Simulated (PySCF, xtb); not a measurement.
Ga(Me)(NH2) (CH₅GaN), SMILES [NH2][Ga+][CH3], charge +1.

GFN2-xTB run with xtb at its own geometry gives an orbital gap of 2.58 eV.

Geometry: ωB97X-D3(BJ)/def2-SVP. The spin state was assumed, not searched. The isomer is the one that the SMILES or the coordinates give; other isomers of the formula were not compared. One conformer was computed; it need not be the lowest.

Question: What does PySCF with PBE/def2-TZVPD give? (Estimate from the structure and the level; the computed values follow.)

Answer: gap 4.51 eV (levels -12.03 and -7.52 eV).
